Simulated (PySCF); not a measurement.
# Vertical excitation energies

Compound: C₇H₁₂.
InChI=1S/C7H12/c1-3-7(4-1)5-2-6-7/h1-6H2

Computed, not measured: TDDFT CAM-B3LYP/def2-SVPD, vertical, gas phase, core orbitals frozen in the response (PySCF 2.14.0, density-fitted response routines). Isolated species at its GFN2-xTB geometry, gas phase.

| state | E (eV) | E (hartree) | f | main configurations (H = HOMO, L = LUMO) |
| --- | --- | --- | --- | --- |
| S1 | 7.62 | 0.2801 | 0.0032 | H→L (94%) |
| S2 | 7.83 | 0.2878 | 0.0004 | H→L+1 (94%) |
| S3 | 8.10 | 0.2977 | 0.070 | H-1→L (85%) |
| S4 | 8.10 | 0.2978 | 0.071 | H-2→L (85%) |
| S5 | 8.30 | 0.3051 | 0.0003 | H-1→L+1 (71%), H-2→L+1 (10%) |
| S6 | 8.31 | 0.3052 | 0.0002 | H-2→L+1 (71%), H-1→L+1 (10%) |
| S7 | 8.47 | 0.3114 | 0.0024 | H→L+2 (83%) |
| S8 | 8.48 | 0.3116 | 0.0013 | H→L+3 (82%) |

Triplets, Tamm–Dancoff:

```csv
state,E (eV),λ (nm),"main configurations (H = HOMO, L = LUMO)"
T1,7.50,165.4,H→L (91%)
T2,7.64,162.4,H→L+1 (92%)
T3,7.92,156.6,H-1→L (84%)
```

The lowest singlet lies at 7.62 eV (163 nm, vacuum ultraviolet) and is very weak; its leading configuration is HOMO→LUMO (94%). The largest oscillator strength of a single state is 0.071. S3/S4, S5/S6 and S7/S8 lie within about 0.01 eV of each other in each set. Löwdin shares by element: HOMO carbon 56% or more (atoms not listed hold the other 44%); LUMO carbon 37% or more (atoms not listed hold the other 63%). Of the 8 states listed, 2 reach f = 0.01 and 3 stay under 0.0005. The oscillator strengths of these states sum to 0.149; summed over the whole spectrum of an exact calculation they would give the number of electrons, 54 (Thomas–Reiche–Kuhn). The listed states span 0.86 eV, and the widest gap between neighbours is 0.27 eV (S2 to S3). Singlets were solved by full linear response, triplets in the Tamm–Dancoff approximation.
